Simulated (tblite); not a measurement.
Run record: tight-binding relaxation, `C[C@@H]1CC[P@H]1=[Se]`.

Computed with GFN2-xTB geometry optimisation, gas phase (tblite 0.8.0). Start geometry: from a force field or distance geometry. A driver script takes a list of jobs; this job's settings line and coordinates (Å) are shown.

Command:
```bash
OMP_NUM_THREADS=1 python probes_run.py task.json out
```

Input:
```
{"job": {"kind": "relax", "xc": "GFN2-xTB", "basis": "xTB"}, "charge": 0, "multiplicity": 1}
C      1.221800    -1.283300     0.097700
C      0.618900     0.030000     0.539900
C     -0.845600    -0.105000     0.801600
C     -1.297800     0.336000    -0.594200
P      0.250000     1.228100    -0.725900
Se    -0.077000     3.185300    -0.583200
H      2.304700    -1.142200     0.009500
H      0.744300    -1.705500    -0.790400
H      1.055200    -2.009500     0.930900
H      1.149500     0.515600     1.388400
H     -1.250800     0.534200     1.618300
H     -1.162100    -1.156000     0.999400
H     -1.464200    -0.493900    -1.284700
H     -2.196700     0.980100    -0.499200
H      0.945500     1.094100    -1.929800
```

Output:
```
step      E/eV     max force
  0    -512.45665    3.040
  1    -512.78013    1.397
  2    -512.89139    0.876
  3    -512.99611    0.637
  4    -513.02829    0.413
  5    -513.04738    0.440
  6    -513.06175    0.442
  7    -513.07573    0.352
  8    -513.09009    0.411
  9    -513.10213    0.319
... (93 lines left out)
103    -513.25914    0.069
104    -513.25995    0.081
105    -513.26079    0.082
106    -513.26142    0.075
107    -513.26180    0.037
108    -513.26196    0.031
109    -513.26206    0.028
110    -513.26213    0.026
111    -513.26219    0.016
112    -513.26221    0.008
```

«max force» is the largest atomic force in eV/Å.

Task: From which step on does the largest force stay under 0.1 eV/Å, and how much energy is left to gain from there?

Result: From step 90 (0.096 eV/Å), 10.1 meV above the end.

Main results: energy lowered by 18.6 kcal/mol over 112 steps; largest atomic force 0.008 eV/Å at the end.

Task: Give the final coordinates.

Result: 0.833 Å rms from the input after alignment:
```
atom  x, y, z in Å
C1     1.5368   -1.0811    0.4103
C2     0.4657   -0.0155    0.5119
C3    -1.0059   -0.4756    0.4731
C4    -1.5683    0.7022   -0.3418
P5     0.1403    1.0989   -0.9562
Se6    0.8915    3.0147   -1.2142
H7     2.5215   -0.6230    0.3369
H8     1.3790   -1.7020   -0.4701
H9     1.5172   -1.7207    1.2915
H10    0.6463    0.6268    1.3810
H11   -1.4631   -0.6080    1.4525
H12   -1.0953   -1.4091   -0.0823
H13   -2.3378    0.4662   -1.0744
H14   -1.9204    1.5160    0.2950
H15    0.2883    0.2186   -2.0351
```

Hardware: one thread, Arm Neoverse V2 (aarch64) (shared host). Cost: 0.56 s of wall time.
Labels such as C1 count atoms from 1, the log's own numbers from 0.
